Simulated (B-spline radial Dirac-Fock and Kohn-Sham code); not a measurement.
## Ho⁺: non-radiative channels of the 3d3/2 vacancy

System: Ho⁺, configuration [Xe] 4f11 6p1 (an excited configuration).

Model: a relativistic independent-particle model: LDA orbitals of the hole state, radiative multipoles to third order, Auger rates from the Coulomb interaction with a continuum orbital, Dirac-Fock energies. Program: a radial B-spline solver. Kinetic energies are configuration averages from the vacuum level; the two-hole energies are estimated from single-hole states.

```tsv
transition	kinetic energy (eV)	width (meV)	share (%)
M4-M5N6	3.47	609	32.1
M4-M5N7	4.95	90.2	4.8
M4-N2N3	690.9	11.3	0.6
M4-N1N4	746.0	75.2	4.0
M4-N1N5	753.3	9.44	0.5
M4-N2N4	832.8	64.5	3.4
M4-N3N4	869.8	137	7.2
M4-N1N6	917.6	18.0	0.9
M4-N2N6	1002.2	11.2	0.6
M4-N2N7	1002.8	5.74	0.3
M4-N4N4	1009.1	117	6.2
M4-N4N5	1015.8	238	12.5
M4-N3N6	1041.9	6.73	0.4
M4-N4O1	1133.0	11.2	0.6
M4-N4O2	1159.2	8.67	0.5
M4-N4O3	1164.6	17.4	0.9
M4-N4N6	1182.3	72.2	3.8
M4-N4N7	1182.3	91.1	4.8
M4-N5N6	1188.5	74.9	4.0
M4-N6N6	1352.9	43.7	2.3
M4-N6N7	1354.0	128	6.7
```

Coster-Kronig rates are the weakest part of this model and often come out 1.5 to 2.5 times too large. Channels within a few eV of threshold rest on estimated energies and may be closed in reality. The listed channels hold 97 % of the non-radiative rate. Summed by principal shells, of 1.89 eV in all: MNN 60.4 %, MMN 36.9 %, MNO 2.6 %.

Values without a named source are computed, but for edge energies of neutral atoms, which are taken from tables.
